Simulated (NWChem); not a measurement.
System: GeSiH$_{3}$F$_{3}$; SMILES [F][Ge]([F])([F])[SiH3]

The following NWChem deck was run.

```
start job
memory heap 200 mb stack 900 mb global 1100 mb
geometry units angstroms noautosym nocenter noautoz
  F      0.716740    -1.405492    -1.008871
  Ge     0.000000     0.000000    -0.313834
  F      0.858822     1.323461    -1.008871
  F     -1.575562     0.082031    -1.008871
  Si     0.000000     0.000000     2.062963
  H      1.419344    -0.073267     2.503825
  H     -0.773124    -1.192554     2.503825
  H     -0.646221     1.265822     2.503825
end
basis spherical
  F library pcsseg-1
  Ge library pcsseg-1
  Si library pcsseg-1
  H library pcsseg-1
end
dft
  xc xpbe96 cpbe96
  iterations 150
end
property
  shielding 4 1 2 5 6
end
task dft property
```

Excerpt of the output:

```
             Northwest Computational Chemistry Package (NWChem) 7.3.0
             --------------------------------------------------------

                             Geometry "geometry" -> ""
                             -------------------------

 Output coordinates in angstroms (scale by  1.889725989 to convert to a.u.)

  No.       Tag          Charge          X              Y              Z
 ---- ---------------- ---------- -------------- -------------- --------------
    1 F                    9.0000     0.71674000    -1.40549200    -1.00887100
    2 Ge                  32.0000     0.00000000     0.00000000    -0.31383400
    3 F                    9.0000     0.85882200     1.32346100    -1.00887100
    4 F                    9.0000    -1.57556200     0.08203100    -1.00887100
    5 Si                  14.0000     0.00000000     0.00000000     2.06296300
    6 H                    1.0000     1.41934400    -0.07326700     2.50382500
    7 H                    1.0000    -0.77312400    -1.19255400     2.50382500
    8 H                    1.0000    -0.64622100     1.26582200     2.50382500

 Effective nuclear repulsion energy (a.u.)     512.1755291282

  pbe96 is a nonlocal functional; adding pw91lda local functional.
                              NWChem Property Module
                              ----------------------

  itol2e modified to match energy
  convergence criterion.

                                 NWChem DFT Module
                                 -----------------

 Summary of "ao basis" -> "ao basis" (spherical)
 ------------------------------------------------------------------------------
       Tag                 Description            Shells   Functions and Types
 ---------------- ------------------------------  ------  ---------------------
 F                          pcsseg-1                 7       17   3s3p1d
 Ge                         pcsseg-1                15       41   5s7p3d
 Si                         pcsseg-1                10       24   4s5p1d
 H                          pcsseg-1                 3        5   2s1p

  itol2e modified to match energy
  convergence criterion.

[...]

          -----------------------------------------
          Chemical Shielding Tensors (GIAO, in ppm)
          -----------------------------------------

                                NWChem CPHF Module
                                ------------------

  scftype          =     RHF
  nclosed          =       38
  nopen            =        0
  variables        =     3534
  # of vectors     =        3
  tolerance        = 0.10D-03
  level shift      = 0.00D+00
  max iterations   =       50
  max subspace     =       30

 SCF residual:    5.7707882458640979E-005

Iterative solution of linear equations
  No. of variables     3534
  No. of equations        3
  Maximum subspace       30
        Iterations       50
       Convergence  1.0D-04

   iter   nsub   residual    time
   ----  ------  --------  ---------
     1      3    3.09D-05      74.5

      Atom:    1  F
        Diamagnetic
    474.5518     -8.2149     -3.9928
     -8.2149    486.4716      7.8300
     -3.9928      7.8300    473.9911

        Paramagnetic
   -234.5851    -23.7531    -40.8272
    -23.7531   -200.1095     80.0567
    -40.8272     80.0567   -222.9264

        Total Shielding Tensor
    239.9667    -31.9680    -44.8200
    -31.9680    286.3621     87.8867
    -44.8200     87.8867    251.0647

           isotropic =     259.1312
          anisotropy =     179.5579

          Principal Components and Axis System
                 1           2           3
              378.8365    223.6665    174.8906

      1        -0.3596      0.8908      0.2777
      2         0.7051      0.4543     -0.5444
      3         0.6111     -0.0001      0.7915

      Atom:    2  Ge
        Diamagnetic
   2759.0018     -0.0000     -0.0000
     -0.0000   2759.0018     -0.0000
     -0.0000     -0.0000   2759.1475

        Paramagnetic
  -1526.4055      0.0001     -0.0001
      0.0001  -1526.4055      0.0001
     -0.0001      0.0001  -1401.9197

        Total Shielding Tensor
   1232.5963      0.0001     -0.0001
      0.0001   1232.5962      0.0000
     -0.0001      0.0000   1357.2278

           isotropic =    1274.1401
          anisotropy =     124.6316

          Principal Components and Axis System
                 1           2           3
             1357.2278   1232.5964   1232.5961

      1        -0.0000      0.7285     -0.6851
      2         0.0000      0.6851      0.7285
      3         1.0000      0.0000     -0.0000

      Atom:    3  Si
        Diamagnetic
    877.4056     -0.0000      0.0000
     -0.0000    877.4056     -0.0000
      0.0000     -0.0000    888.2693

        Paramagnetic
   -438.1529     -0.0001     -0.0000
     -0.0001   -438.1527      0.0000
     -0.0000      0.0000   -447.1258

        Total Shielding Tensor
    439.2527     -0.0001     -0.0000
     -0.0001    439.2529      0.0000
     -0.0000      0.0000    441.1435

           isotropic =     439.8830
          anisotropy =       1.8907

          Principal Components and Axis System
                 1           2           3
              441.1435    439.2529    439.2527

      1        -0.0000     -0.2306      0.9730
      2         0.0000      0.9730      0.2306
      3         1.0000     -0.0000      0.0000

      Atom:    4  H
        Diamagnetic
     33.7423     -0.6372      5.8747
     -0.6372     21.4307     -0.3033
      5.8747     -0.3033     27.8911

        Paramagnetic
     -3.0290      0.2752     -2.5249
      0.2752      2.2871      0.1303
     -2.5249      0.1303     -0.5119

[...]
```

Level: PBE/pcSseg-1, GIAO. Geometry: optimised at PBE0/def2-SVP. The output numbers the shielded atoms by their place in the input's list. The printed shielding anisotropy is the first printed principal value minus the mean of the other two.
